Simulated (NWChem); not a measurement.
System: AlO, doublet; SMILES [O]=[Al]

Input file for NWChem:

```
start job
memory heap 200 mb stack 900 mb global 1100 mb
geometry units angstroms noautosym nocenter noautoz
  Al     0.000000     0.000000    -0.629348
  O      0.000000     0.000000     1.003180
end
basis spherical
  * library 6-31g*
end
dft
  odft
  mult 2
  xc b3lyp
  iterations 150
end
tddft
  cis
  nroots 8
end
task tddft energy
```

Geometry: optimised at PBE0/def2-SVP, spin-unrestricted. No stability test was run on the SCF state.

Vertical excitations in the gas phase. Excited states of an open shell can be spin-contaminated.

Task: What results follow from this input? (B3LYP/6-31G* (spherical d), spin-unrestricted, TDA.) Quantities: lowest excitation (eV); oscillator strength of that lowest state; lowest state with f > 0.02 (eV); oscillator strength of that bright state; lowest empty minus highest occupied level, either spin (eV).

Result: 
```json
{
 "lowest excitation (eV)": "0.79",
 "oscillator_strength_of_that_lowest_state": "0.002",
 "lowest state with f > 0.02 (eV)": "2.89",
 "oscillator_strength_of_that_bright_state": "0.056",
 "lowest empty minus highest occupied level, either spin (eV)": "2.85"
}
```
